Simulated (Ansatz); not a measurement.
`Cl[SiH2][ZnH]` and `Cl[SiH2][GeH3]` differ in one atom or group.

Ansatz, PBE0-D4/def2-TZVP geometries, multiplicity 1. 

Scalar relativity is left out up to krypton.

| property | `Cl[SiH2][ZnH]` |
| --- | --- |
| ideal-gas entropy at 298 K and 1 bar (rigid rotor, harmonic PBE0-D4/def2-TZVP) / J/(mol·K) | 320 |
| size of the dipole moment (PBE/def2-TZVPP) / D | 1.51 |
| HOMO–LUMO gap (B3LYP/def2-TZVPP) / eV | 5.44 |
| LUMO energy (ωB97M-V/def2-TZVPP) / eV | 0.05 |
| size of the dipole moment (B3LYP/def2-TZVPP) / D | 1.64 |
| HOMO–LUMO gap (PBE/def2-TZVPP) / eV | 4.04 |

Question: What does the change do to each property? (Best estimate.)

Answer: Ansatz gave: 
| property | `Cl[SiH2][GeH3]` | shift |
| --- | --- | --- |
| ideal-gas entropy at 298 K and 1 bar (rigid rotor, harmonic PBE0-D4/def2-TZVP) / J/(mol·K) | 336 | 16 |
| size of the dipole moment (PBE/def2-TZVPP) / D | 1.17 | -0.34 |
| HOMO–LUMO gap (B3LYP/def2-TZVPP) / eV | 7.32 | 1.88 |
| LUMO energy (ωB97M-V/def2-TZVPP) / eV | 1.39 | 1.34 |
| size of the dipole moment (B3LYP/def2-TZVPP) / D | 1.24 | -0.40 |
| HOMO–LUMO gap (PBE/def2-TZVPP) / eV | 5.69 | 1.65 |

With PBE0 the HOMO falls by 0.79 eV and the LUMO rises by 1.06 eV, so the gap widens by about 1.85 eV. PBE moves the HOMO by -0.69 eV and ωB97M-V by -0.81 eV. The zero-point energy changes by 45.0 kJ/mol with +6 modes. Dipoles are sizes alone; their direction can turn.

B3LYP here is the variant with VWN-RPA as its local correlation; programs differ in this.
